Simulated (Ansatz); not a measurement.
Consider the substitution at a C–C bond: `CCCCC(C)(C)C` + `O[SiH3]` → `CCCO[SiH3]` + `CC(C)(C)C`.

Isolated molecules relaxed with PBE0-D4/def2-TZVP in Ansatz; ΔE leaves out vibrations. CBS: MP2 limit from def2 TZ/QZ plus the TZ coupled-cluster correction, frozen cores. DFT in def2-TZVPP. Each species was taken in one conformer, which may not be the lowest.

`CCCCC(C)(C)C`:

```xyz
26

C    -3.351    1.166    0.917
C    -2.253    0.126    1.060
C    -1.023    0.441    0.223
C     0.067   -0.606    0.376
C     1.359   -0.391   -0.427
C     1.069   -0.374   -1.926
C     2.302   -1.551   -0.119
C     2.036    0.916   -0.023
H    -3.685    1.245   -0.122
H    -3.000    2.155    1.225
H    -4.223    0.918    1.527
H    -2.639   -0.860    0.776
H    -1.961    0.042    2.113
H    -0.643    1.427    0.512
H    -1.323    0.525   -0.828
H    -0.345   -1.586    0.100
H     0.335   -0.682    1.438
H     1.999   -0.299   -2.496
H     0.559   -1.291   -2.237
H     0.441    0.474   -2.208
H     3.242   -1.449   -0.668
H     2.538   -1.593    0.948
H     1.852   -2.508   -0.399
H     1.425    1.785   -0.277
H     2.230    0.942    1.053
H     2.995    1.027   -0.538
```

`O[SiH3]`:

```xyz
6

O    -0.594    0.573    0.981
Si    0.059   -0.290   -0.262
H    -0.200    1.419    1.194
H    -0.013    0.457   -1.547
H    -0.740   -1.533   -0.357
H     1.487   -0.626   -0.008
```

`CCCO[SiH3]`:

Cartesian coordinates in Å:
```
C -0.987 0.621 -2.120
C -1.054 0.502 -0.608
C 0.212 -0.088 -0.031
O 0.099 -0.179 1.375
Si 1.303 -0.772 2.319
H -0.160 1.264 -2.433
H -1.907 1.048 -2.523
H -0.843 -0.355 -2.591
H -1.897 -0.129 -0.310
H -1.219 1.483 -0.153
H 1.073 0.541 -0.300
H 0.390 -1.084 -0.460
H 0.815 -0.710 3.716
H 1.628 -2.179 1.949
H 2.545 0.038 2.171
```

`CC(C)(C)C`:

Z-matrix (Å, degrees):
```
C
C 1 1.526
H 1 1.094 2 111.0
H 1 1.094 2 111.1 3 120.0
H 1 1.094 2 111.0 3 -120.0
C 2 1.526 1 109.5 3 -179.9
C 2 1.526 1 109.5 3 60.1
C 2 1.526 1 109.5 3 -59.9
H 6 1.094 2 111.0 1 60.1
H 6 1.094 2 111.0 1 -179.9
H 6 1.094 2 111.0 1 -59.9
H 7 1.094 2 111.1 1 -180.0
H 7 1.094 2 111.0 1 60.0
H 7 1.094 2 111.1 1 -59.9
H 8 1.094 2 111.0 1 -180.0
H 8 1.094 2 111.0 1 60.0
H 8 1.094 2 111.0 1 -60.0
```

(1) Is it downhill or uphill in electronic energy at CCSD(T)/CBS, and by how much? (Estimate.)

(2) What do these levels give: ωB97X-V, ωB97M-V, PBE0, HF/def2-TZVPP, HF/def2-QZVPP, SCS-MP2/def2-QZVPP? (Estimate.)

Largest T1 diagnostic among the species: 0.011.

Results:

(1) The calculation gave: Uphill: ΔE = +9.4 kcal/mol.

(2) Ansatz gave: ωB97X-V 7.5, ωB97M-V 8.2, PBE0 7.2, HF/def2-TZVPP 3.9, HF/def2-QZVPP 3.8, SCS-MP2/def2-QZVPP 9.0 kcal/mol.

The D4 term adds +1.6 kcal/mol with B3LYP and +1.0 kcal/mol with PBE0; it sums over pairs of atoms, weighted by their polarisabilities, and B3LYP, whose exchange is more repulsive, gets the larger term. In def2-TZVPP, CCSD(T) changes the Hartree–Fock value by +5.0 kcal/mol (the triples alone add +0.5 kcal/mol) and MP2 by +6.4 kcal/mol.

B3LYP here is the variant with VWN-RPA as its local correlation; programs differ in this.
